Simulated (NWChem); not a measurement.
Molecule: SnHF, singlet; SMILES [SnH][F]

```xyz
3

Sn     0.0333     0.2916     0.0000
H     -1.7550     0.4383     0.0000
F      0.0100    -1.6685     0.0000
```
Atoms are numbered in this order, from 1.

Computed with NWChem. Low-valent species are run as closed-shell singlets; no triplet was tried in these runs. The geometry was optimised at PBE0/def2-SVP. Not confirmed as a minimum by frequencies. def2 effective core potentials on Sn; no spin-orbit coupling. Ions are spin-unrestricted doublets at the neutral geometry; other ion states weren't tried.

Q: Predict the results for CAM-B3LYP/def2-SVP. Quantities: vertical ionisation energy, ΔSCF (eV); −ε(HOMO) (eV).

A: 
```json
{
 "vertical ionisation energy, ΔSCF (eV)": "9.47",
 "−ε(HOMO) (eV)": "8.18"
}
```
